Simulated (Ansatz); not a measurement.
Reaction (ligand exchange at the Hf–I bond): `[OH][Hf]([F])([F])[I]` + `C[SeH]` → `C[Se][Hf]([OH])([F])[F]` + HI

Gas-phase electronic energies from Ansatz, PBE0-D4/def2-TZVP geometries. CCSD(T)/CBS is the MP2 limit (def2-TZVPP, def2-QZVPP) plus CCSD(T) − MP2 in def2-TZVPP, frozen cores. Functionals use def2-TZVPP. B3LYP here is the variant with VWN-RPA as its local correlation; programs differ in this. Elements past krypton have def2 core potentials. For Hf, I, Se outer-core shells are correlated without core-valence functions, which leaves a few kJ/mol of doubt a bond. Scalar relativity is left out up to krypton. One conformer a species, not always the lowest.

(1) Is it downhill or uphill in electronic energy at CCSD(T)/CBS, and by how much? (Estimate.)

(2) What do these levels give: PBE0-D4, B3LYP-D4, PBE, r2SCAN, PBE0, HF/def2-TZVPP, MP2/def2-TZVPP, SCS-MP2/def2-TZVPP, CCSD/def2-TZVPP, MP2/def2-QZVPP, SCS-MP2/def2-QZVPP, MP2/CBS(def2)? (An estimate is asked.)

Largest T1 diagnostic among the species: 0.014.

Answers

(1) Computed: Uphill: ΔE = +56.5 kJ/mol.

(2) Computed: PBE0-D4 57.6, B3LYP-D4 55.7, PBE 55.0, r2SCAN 58.6, PBE0 59.7, HF/def2-TZVPP 74.1, MP2/def2-TZVPP 59.6, SCS-MP2/def2-TZVPP 59.9, CCSD/def2-TZVPP 57.7, MP2/def2-QZVPP 60.4, SCS-MP2/def2-QZVPP 61.0, MP2/CBS(def2) 60.4 kJ/mol.

From PBE to PBE0 (25 % exact exchange), in def2-TZVPP and without D4, ΔE moves by +4.7 kJ/mol. The D4 term adds −3.5 kJ/mol with B3LYP and −2.1 kJ/mol with PBE0; it sums over pairs of atoms, weighted by their polarisabilities, and B3LYP, whose exchange is more repulsive, gets the larger term. In def2-TZVPP, CCSD(T) changes the Hartree–Fock value by −18.4 kJ/mol (the triples alone add −2.0 kJ/mol) and MP2 by −14.5 kJ/mol.
